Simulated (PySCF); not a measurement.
**UHF on P⁺ (phosphorus, charge +1)**

Configuration: [Ne] 3s2 3p2, high-spin 3P determinant. Calculation: PySCF 2.14, in cc-pVDZ-DK; scalar relativity by spin-free X2C-1e.

* Total energy: -341.158774 hartree
* One-electron energy: -466.8335 hartree
* Hartree (Coulomb) energy: 148.1202 hartree
* Exchange energy: -22.4454 hartree
* ⟨S²⟩: 2.0098
* ⟨L²⟩: 2.029
* Sum of ⟨r⟩: 12.12 bohr
* Sum of ⟨r²⟩: 21.13 bohr²
* Traceless quadrupole moment −½Σ⟨3z² − r²⟩ along its main axis: 2.16 e·bohr²
* Langevin diamagnetic susceptibility: -16.7 ×10⁻⁶ cm³/mol
* Time after the integrals: 0.09 s of wall time on 1 thread of Neoverse-N1 (shared host)

```csv
shell,electrons,mean orbital energy (eV),spread (eV),"rms radius, mean of both spins (bohr)"
1s α,1,-2193.6,0,0.120
1s β,1,-2193.2,0,0.120
2s α,1,-216.70,0,0.560
2s β,1,-216.21,0,0.560
2p α,3,-158.39,0.401,0.539
2p β,3,-157.54,0.559,0.539
3s α,1,-31.095,0,1.99
3s β,1,-25.576,0,1.99
3p α,2,-19.704,0,2.33
```

Densities and radii are taken from the X2C orbitals without a picture-change correction, which distorts them close to the nucleus.
